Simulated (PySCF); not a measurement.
Job file and geometry (Å, from PBE0-D3(BJ)/def2-SVP) of an NMR shielding run on `[SiH3]/C=C/[SiH2]c1ccco1`, C$_{6}$H$_{10}$OSi$_{2}$, GIAO mPW1PW91/pcSseg-1 NMR shielding, non-relativistic, gas phase in PySCF; density fitting, a coarse starting grid and PySCF grid level 2 are the driver's defaults:

```
$ OMP_NUM_THREADS=1 python probes_run.py task.json out

{"job": {"kind": "nmr", "xc": "mPW1PW91", "basis": "pcSseg-1", "pop": false}, "charge": 0, "multiplicity": 1}
Si    -3.752730    -0.226541    -0.945176
C     -2.380229    -0.144612     0.328973
C     -1.435528     0.812793     0.359832
Si    -0.054763     0.873027     1.623643
C      1.555901     0.631306     0.710518
C      1.831459     0.190037    -0.559388
C      3.251133     0.202211    -0.702482
C      3.736164     0.649327     0.491562
O      2.731010     0.909918     1.342934
H     -3.605863     0.918394    -1.893893
H     -3.686251    -1.514046    -1.704361
H     -5.093372    -0.157964    -0.285026
H     -2.347370    -0.932504     1.096519
H     -1.461843     1.601838    -0.406712
H     -0.018385     2.191731     2.327207
H     -0.280584    -0.205085     2.635250
H      1.094826    -0.110498    -1.302476
H      3.835049    -0.081783    -1.575271
H      4.742109     0.828561     0.864153
```

Task: What does the program print?

Result: 
```
coarse grid: 17056 points
cycle   1  E = -888.5853748926  dE =  1.115e+00  |g| = 4.913e-01  |ddm| = 4.042e+00
cycle   2  E = -888.5649725708  dE =  2.040e-02  |g| = 6.013e-01  |ddm| = 8.325e-01
cycle   3  E = -888.6397964409  dE = -7.482e-02  |g| = 8.312e-02  |ddm| = 4.481e-01
cycle   4  E = -888.6406394885  dE = -8.430e-04  |g| = 4.420e-02  |ddm| = 6.911e-02
cycle   5  E = -888.6410326664  dE = -3.932e-04  |g| = 1.306e-02  |ddm| = 4.393e-02
cycle   6  E = -888.6410709510  dE = -3.828e-05  |g| = 4.906e-03  |ddm| = 1.604e-02
cycle   7  E = -888.6410769768  dE = -6.026e-06  |g| = 4.620e-04  |ddm| = 4.357e-03
final grid: 156032 points
cycle   8  E = -888.7038625128  dE = -2.456e-05  |g| = 7.557e-03  |ddm| = 2.722e-02
cycle   9  E = -888.7038446590  dE =  1.785e-05  |g| = 1.225e-02  |ddm| = 1.299e-02
cycle  10  E = -888.7038736148  dE = -2.896e-05  |g| = 1.632e-03  |ddm| = 8.504e-03
cycle  11  E = -888.7038742596  dE = -6.448e-07  |g| = 1.796e-04  |ddm| = 1.500e-03
cycle  12  E = -888.7038742639  dE = -4.312e-09  |g| = 1.174e-04  |ddm| = 2.265e-04
cycle  13  E = -888.7038742672  dE = -3.285e-09  |g| = 2.119e-05  |ddm| = 1.067e-04
cycle  14  E = -888.7038742673  dE = -1.041e-10  |g| = 9.756e-06  |ddm| = 3.261e-05
converged SCF energy = -888.7038742673

GIAO shielding tensors (ppm)
atom      isotropic    diamagn.    paramagn.     s11        s22        s33       span
  0 Si     414.434     878.950    -464.516    364.159    416.227    462.916     98.757
  1 C       25.364     258.811    -233.447   -104.687     13.357    167.421    272.108
  2 C       26.359     262.963    -236.604   -103.502     16.636    165.942    269.444
  3 Si     402.761     882.549    -479.788    362.556    401.759    443.969     81.412
  4 C       30.366     261.306    -230.940    -42.249     26.850    106.496    148.745
  5 C       53.010     253.012    -200.002    -48.731     53.584    154.178    202.908
  6 C       67.824     256.529    -188.705    -18.936     63.159    159.250    178.185
  7 C       30.425     252.600    -222.175    -50.369     35.899    105.744    156.114
  8 O       11.865     399.323    -387.458   -135.315    -83.703    254.612    389.927
  9 H       27.223      28.184      -0.961     24.396     26.494     30.780      6.384
 10 H       26.982      28.161      -1.179     24.307     25.178     31.462      7.154
 11 H       27.001      26.653       0.347     24.162     25.129     31.711      7.548
 12 H       24.110      33.314      -9.203     20.239     23.803     28.289      8.050
 13 H       24.027      34.509     -10.481     19.552     24.367     28.164      8.613
 14 H       26.354      28.768      -2.414     23.042     25.174     30.846      7.803
 15 H       26.603      30.346      -3.742     23.388     25.693     30.730      7.342
 16 H       24.453      35.103     -10.649     21.691     23.725     27.944      6.253
 17 H       24.786      30.662      -5.877     22.719     25.527     26.111      3.392
 18 H       23.611      27.902      -4.291     20.803     24.566     25.464      4.660
```

Task: Turn these shieldings into chemical shifts. Referencing at the same level of theory: $^{29}$Si (σ = 350.83 ppm), $^{13}$C (σ = 183.54 ppm), $^{1}$H (σ = 31.32 ppm) vs TMS; $^{17}$O (σ = 333.30 ppm) against H2O.

Result: Averaging equivalent atoms: Si 3: -51.9; Si 0: -63.6; C 1: 158.2; C 2: 157.2; C 4: 153.2; C 7: 153.1; C 5: 130.5; C 6: 115.7; O 8: 321.4; H 18: 7.71; H 13: 7.29; H 12: 7.21; H 16: 6.86; H 17: 6.53; H 14/15: 4.84; H 9/10/11: 4.25 ppm. Unscaled 17O shifts of doubly bonded oxygen tend to come out too high, by tens of ppm or more. Experimental scales use liquid or dissolved standards, which lie at an offset from isolated H2O (liquid H2O: subtract about 36 ppm).

Size and cost of the density-fitted run: 217 basis functions, 67 s wall time on 1 thread of an Arm Neoverse N1, shared host; peak memory 1 GiB.
